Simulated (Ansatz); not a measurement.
`N[SiH](O)BO` + `[SiH3]B[SiH2][SiH3]` → `OBB[SiH3]` + `N[SiH](O)[SiH2][SiH3]`  (redistribution)

Calculated with Ansatz (gas phase, PBE0-D4/def2-TZVP geometries, no zero-point term in ΔE). CBS: MP2 limit from def2 TZ/QZ plus the TZ coupled-cluster correction, frozen cores. Functionals use def2-TZVPP. B3LYP here is the variant with VWN-RPA as its local correlation; programs differ in this. Each species was taken in one conformer, which may not be the lowest.

**Question.** Is it downhill or uphill in electronic energy at CCSD(T)/CBS, and by how much? (Best estimate.)

**Answer.** Ansatz gave: Downhill: ΔE = -19.6 kJ/mol.

**Question.** What do these levels give: PBE-D4, r2SCAN-D4, PBE0-D4, B3LYP-D4, ωB97X-V, ωB97M-V, PBE, HF/def2-TZVPP, MP2/def2-TZVPP, SCS-MP2/def2-TZVPP, CCSD/def2-TZVPP, HF/CBS(def2)? (Best estimate.)

**Answer.** The calculation gave: PBE-D4 -21.0, r2SCAN-D4 -23.0, PBE0-D4 -23.5, B3LYP-D4 -23.2, ωB97X-V -23.6, ωB97M-V -21.4, PBE -22.3, HF/def2-TZVPP -30.0, MP2/def2-TZVPP -18.6, SCS-MP2/def2-TZVPP -19.4, CCSD/def2-TZVPP -20.1, HF/CBS(def2) -30.4 kJ/mol.

Largest T1 diagnostic among the species: 0.015.

In def2-TZVPP, CCSD(T) changes the Hartree–Fock value by +12.1 kJ/mol (the triples alone add +2.2 kJ/mol) and MP2 by +11.4 kJ/mol.
